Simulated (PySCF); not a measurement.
This PySCF input asks for the NMR shieldings of SMILES C1[C@H](C#C)C(=O)[SiH2]1, C5H6OSi; the geometry comes from GFN2-xTB.

```python
import basis_set_exchange as bse
import numpy as np
from pyscf import gto, dft
from pyscf.prop import nmr

atoms = """
C     2.242385   -1.509197    0.875511
C     1.551898   -0.664304    0.381718
C     0.662140    0.322846   -0.171336
C    -0.448733   -0.244982   -1.093159
Si   -1.861633    0.583784   -0.093384
C    -0.239964    0.985173    0.887280
O     0.074559    1.501176    1.922192
H     2.868948   -2.237793    1.295094
H     1.249907    1.103322   -0.664735
H    -0.323421    0.051045   -2.132766
H    -0.458060   -1.333845   -1.072508
H    -2.820616   -0.294412    0.566822
H    -2.501798    1.737674   -0.718457
"""
names = dict.fromkeys(["C", "Si", "O", "H"], "pcSseg-1")
basis = {el: gto.basis.parse(bse.get_basis(n, elements=[el], fmt="nwchem")) for el, n in names.items()}
mol = gto.M(atom=atoms, basis=basis, charge=0, verbose=0)
mf = dft.RKS(mol, xc="PBE0")
mf.grids.level = 2
mf.grids.alignment = dft.numint.BLKSIZE   # the property module wants whole blocks of grid points
mf.conv_tol = 1e-9
mf.kernel()

calc = nmr.RKS(mf)   # GIAO
C = mf.mo_coeff
Co = C[:, mf.mo_occ > 0]
resp = mf.gen_response(singlet=True, hermi=2)
def vind(x):   # induced exchange potential for any number of trial vectors
    d = np.einsum("pi,xij,qj->xpq", C, 2 * x.reshape(-1, C.shape[1], Co.shape[1]), Co, optimize=True)
    return np.einsum("xpq,pi,qj->xij", resp(d - d.transpose(0, 2, 1)), C, Co, optimize=True).ravel()
mo1, _ = nmr.rhf.solve_mo1(calc, with_cphf=vind)
sigma = calc.kernel(mo1)
for i, s in enumerate(sigma):   # ppm
    w = np.linalg.eigvalsh((s + s.T) / 2)
    print("%2d %-2s iso %8.1f  s11 %8.1f  s22 %8.1f  s33 %8.1f" % (i, mol.atom_pure_symbol(i), w.mean(), *w))
```

Q: What does it print?

A: 
```
 0 C  iso    105.6  s11     40.6  s22     43.9  s33    232.4
 1 C  iso    101.2  s11     -9.5  s22     16.4  s33    296.6
 2 C  iso    128.3  s11     92.2  s22    128.5  s33    164.2
 3 C  iso    175.1  s11    152.8  s22    173.7  s33    198.9
 4 Si iso    367.6  s11    255.2  s22    349.1  s33    498.6
 5 C  iso    -53.9  s11   -138.2  s22    -95.9  s33     72.4
 6 O  iso   -536.7  s11  -1406.6  s22   -491.5  s33    288.0
 7 H  iso     29.7  s11     25.0  s22     25.2  s33     39.0
 8 H  iso     27.8  s11     24.0  s22     28.1  s33     31.3
 9 H  iso     29.7  s11     26.0  s22     27.5  s33     35.5
10 H  iso     30.1  s11     26.4  s22     29.1  s33     34.7
11 H  iso     26.4  s11     23.4  s22     24.7  s33     31.2
12 H  iso     26.5  s11     23.6  s22     24.8  s33     31.0
```

These numbers come from an equivalent density-fitted implementation of the same equations, which agrees with the script to about 0.01 ppm for H and up to a few tenths of a ppm for heavy atoms, so last digits may differ.

Q: Turn these shieldings into chemical shifts. Shifts are taken against calculated references (same method and geometry level): 13C (186.93 ppm), 29Si (349.16 ppm), 1H (31.72 ppm) vs TMS; 17O (336.08 ppm) vs H2O.

A: Averaging equivalent atoms: C 5: 240.8; C 1: 85.8; C 0: 81.3; C 2: 58.6; C 3: 11.8; Si 4: -18.5; O 6: 872.8; H 11: 5.31; H 12: 5.21; H 8: 3.89; H 9: 2.06; H 7: 1.98; H 10: 1.66 ppm. Unscaled 17O shifts of doubly bonded oxygen tend to come out too high, by tens of ppm or more. Experimental scales use liquid or dissolved standards, which lie at an offset from isolated H2O (liquid H2O: subtract about 36 ppm).

Size and cost of the density-fitted run: 156 basis functions, 22 s wall time on 1 thread of an Arm Neoverse V1, shared host; peak memory 0.72 GiB.
